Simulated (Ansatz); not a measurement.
# BeH, doublet: up the ladder of correlation methods

Computed with Ansatz's Gaussian-basis code (development build); BCCD by scripts on PySCF. Nonrelativistic, 6-31G, all electrons correlated. Perturbation and coupled-cluster methods stand on the Hartree–Fock determinant that coupled cluster favours; RHF here means ROHF, with semicanonical perturbation theory. The state met can change along the bond. Small basis; these aren't basis-limit values.

Correlation energy of CCSD(T), then each method's total less that of CCSD(T), in eV:

```json
{"case": "1.343 Å RHF", "E corr CCSD(T)": "-0.698", "CCSD": "+0.009", "BCCD": "+0.009", "BCCD(T)": "0.000", "determinant": "–"}
{"case": "1.343 Å UHF", "E corr CCSD(T)": "-0.690", "CCSD": "+0.008", "BCCD": "+0.008", "BCCD(T)": "0.000", "determinant": "⟨S²⟩ = 0.752"}
{"case": "1.880 Å RHF", "E corr CCSD(T)": "-1.035", "CCSD": "+0.026", "BCCD": "+0.020", "BCCD(T)": "-0.002", "determinant": "–"}
{"case": "2.082 Å RHF", "E corr CCSD(T)": "-1.285", "CCSD": "+0.042", "BCCD": "+0.023", "BCCD(T)": "-0.006", "determinant": "–"}
{"case": "2.485 Å RHF", "E corr CCSD(T)": "-1.398", "CCSD": "+0.004", "BCCD": "+0.012", "BCCD(T)": "+0.003", "determinant": "–"}
{"case": "2.485 Å UHF", "E corr CCSD(T)": "-1.101", "CCSD": "+0.003", "BCCD": "+0.007", "BCCD(T)": "+0.002", "determinant": "⟨S²⟩ = 1.015"}
{"case": "3.760 Å RHF", "E corr CCSD(T)": "-1.274", "CCSD": "+0.001", "BCCD": "+0.001", "BCCD(T)": "0.000", "determinant": "–"}
```

(1) How far does full CI lie from CCSD(T) in each case, and where is CCSD(T) within 1 kcal/mol (0.043 eV)?

## Answers

(1) 1.343 Å RHF: -0.006 eV (within); 1.343 Å UHF: -0.006 eV (within); 1.880 Å RHF: -0.018 eV (within); 2.082 Å RHF: -0.023 eV (within); 2.485 Å RHF: -0.002 eV (within); 2.485 Å UHF: -0.002 eV (within); 3.760 Å RHF: 0.000 eV (within).
